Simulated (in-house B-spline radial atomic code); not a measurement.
A run on neutral neon (an excited or competing configuration) that did not converge. Method: non-relativistic PBE0, spin-polarised, spherical fractional occupations, exact exchange averaged over the configuration, point nucleus; computed with an all-electron radial atomic-structure program (B-spline basis).

Command:
```bash
python run_scf.py task.json out
```
Settings:
```
Z                10
configuration    [He] 2s2 2p5 3d1
hamiltonian      nr
method           pbe0
spin_polarised   True
exact_exchange   averaged over the configuration
```

First and last ten iterations of the last attempt (damped for 15 steps, keeping 80 % of the old Fock matrix, then DIIS):
```
 iter        energy (Eh)    residual
    1        -127.542618    1.74e-01
    2        -127.902362    9.41e-02
    3        -128.023709    6.39e-02
    4        -128.083124    4.30e-02
    5        -128.111266    2.88e-02
    6        -128.124258    1.92e-02
    7        -128.130145    1.28e-02
    8        -128.132777    8.62e-03
    9        -128.133944    5.81e-03
   10        -128.134458    3.93e-03
  111        -128.134865    1.00e-07
  112        -128.134865    1.00e-07
  113        -128.134865    1.00e-07
  114        -128.134865    1.00e-07
  115        -128.134865    1.00e-07
  116        -128.134865    1.00e-07
  117        -128.134865    1.00e-07
  118        -128.134865    1.00e-07
  119        -128.134865    1.00e-07
  120        -128.134865    1.00e-07
 not converged after 120 iterations
```

The smallest residual met was 1.0e-07; the threshold is about 1e-07. Over the last five steps the energy moves by less than 1e-08 hartree, but the orbitals didn't meet the threshold. Run time, properties included: 3.5 s on 1 thread of Arm Neoverse V1 (shared host).
